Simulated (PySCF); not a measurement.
**Unknowns**

[PySCF 2.14: structure optimised with GFN2-xTB; shielding tensors at PBE0/pcSseg-1 (GIAO); non-relativistic; a single conformation; no solvent; one averaged value for each set of equivalent atoms]

References, each an isolated molecule treated in the same way: 1H (σ = 31.72 ppm), 13C (σ = 186.93 ppm) vs TMS. Where no couplings were computed, multiplicities follow the n + 1 count of equivalent neighbours, and m marks all less simple cases (inequivalent or close neighbours, rings, F or P nearby). Shifts are as computed. Against solution values, carbons near 30 ppm lie about +3 ppm off and those near 130 ppm about +5 ppm. Of 1211 compounds with measured shifts, 218 miss one by over three times the rms of a fit or turn the order of signals round; such compounds aren't used in these exercises.

Q: C7H12OSi2. 1H NMR (400 MHz, computed): δ 6.50 (m, 1H), 6.45 (m, 1H), 6.36 (s, 1H), 6.33 (m, 1H), 4.49 (m, 2H), 4.13 (m, 2H), 2.33 (t, 2H), 1.92 (m, 2H). 13C{1H} NMR (computed): δ 232.2, 185.1, 146.9, 144.9, 138.8, 30.2, 17.7. What is it?

A: SMILES C=C[SiH2]CC1=CC(=O)[SiH2]C1. The formula gives 4 degrees of unsaturation (1 ring in the answer). 7 carbon signals for 7 carbons: no two carbons are equivalent. Carbon types of the structure: 2 × C, 2 × CH, 3 × CH2, leaving 4 H on heteroatoms. δC 185.1: β carbon of a C=C–C=O unit; conjugation with the carbonyl draws π density from the β position. δC 146.9: α carbon of a C=C–C=O unit; as expected for a trigonal carbon in a double bond. δC 144.9: terminal =CH2 carbon; the olefinic region. δC 138.8: alkene CH; the olefinic region.

This is the structure that produced the data.

Q: C2H11NSi4. 1H NMR (400 MHz, computed): δ 4.24 (m, 1H), 4.18 (d, 3H), 3.72 (d, 3H), 3.71 (d, 3H), 1.22 (m, 1H). 13C{1H} NMR (computed): δ 125.2 (C), -9.5 (CH). Identify the compound.

A: `[SiH3][SiH]([C@H](C#N)[SiH3])[SiH3]`. Rings plus π bonds: 2 (no ring in the answer). 2 carbon signals for 2 carbons: no two carbons are equivalent. Carbon types of the structure: 1 × C, 1 × CH, leaving 10 H on heteroatoms. δC 125.2: nitrile carbon; this is the usual window of a C≡N carbon, which has no attached hydrogen. δC -9.5: sp3 CH bonded to 2 Si, α to a nitrile; an electropositive neighbour leaves it electron-rich and shielded. δH 3.72, 3.71: hydrogen on a silicon bonded to Si. δH 1.22: hydrogen on an sp3 CH bonded to 2 Si, α to a nitrile.

The data come from this structure; uniqueness wasn't tested.

Q: C4H5ClO2Si. 1H NMR (300 MHz, computed): δ 7.93 (t, 1H), 5.49 (s, 2H), 5.07 (m, 2H). 13C{1H} NMR (computed): δ 178.5 (C), 172.4 (CH), 139.6 (C), 77.0 (CH2). Give a structure.

A: `O=C1OCC=C1[SiH2]Cl`. Rings plus π bonds: 3 (1 ring in the answer). 4 carbon signals for 4 carbons: no two carbons are equivalent. Carbon types of the structure: 2 × C, 1 × CH, 1 × CH2, leaving 2 H on heteroatoms. δC 178.5: ester carbonyl carbon; it is a carbonyl in resonance with an O or N lone pair, the region of acids, esters and amides. δC 172.4: β carbon of a C=C–C=O unit; conjugation with the carbonyl draws π density from the β position. δC 139.6: α carbon of a C=C–C=O unit; as expected for a trigonal carbon in a double bond. δC 77.0: allylic sp3 CH2 bonded to O; the inductive effect lowers its shielding.

The data come from this structure; uniqueness wasn't tested.
